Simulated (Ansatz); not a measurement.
C2H6BrFSi (`FCC([SiH3])Br`). The species carries charge 0 and has multiplicity 1. The structure was optimised at the PBE0-D4/def2-TZVP level. It is one conformer, not always the lowest.

```xyz
11

F     1.406   -1.302    0.838
C     0.082   -1.353    0.441
C    -0.158   -0.266   -0.585
Si    0.183    1.495    0.022
Br   -2.040   -0.368   -1.091
H    -0.110   -2.345    0.023
H    -0.547   -1.206    1.323
H     0.400   -0.482   -1.497
H    -0.233    2.445   -1.039
H     1.629    1.667    0.308
H    -0.611    1.717    1.256
```

Task: What is the dipole moment at PBE/def2-TZVPP? (An estimate is asked.)

Result: Ansatz gave: 0.30 D, with components (0.00, -0.19, -0.24) D in this frame, pointing from negative to positive charge.

Task: And with r2SCAN, B3LYP, ωB97M-V? (An estimate is asked.)

Result: The calculation gave: r2SCAN 0.28 D, B3LYP 0.28 D, ωB97M-V 0.27 D.

Task: Give the Mulliken charges with PBE, r2SCAN, B3LYP in def2-TZVPP. (Estimate.)

Result: The calculation gave: 
```csv
atom,PBE,r2SCAN,B3LYP
F1,-0.20,-0.24,-0.24
C2,0.01,0.13,0.04
C3,-0.09,-0.07,-0.11
Si4,0.19,0.27,0.26
Br5,-0.12,-0.14,-0.13
H6,0.10,0.06,0.11
H7,0.10,0.07,0.11
H8,0.12,0.09,0.12
H9,-0.04,-0.05,-0.05
H10,-0.04,-0.05,-0.05
H11,-0.04,-0.05,-0.05
```

B3LYP here is the variant with VWN-RPA as its local correlation; programs differ in this.
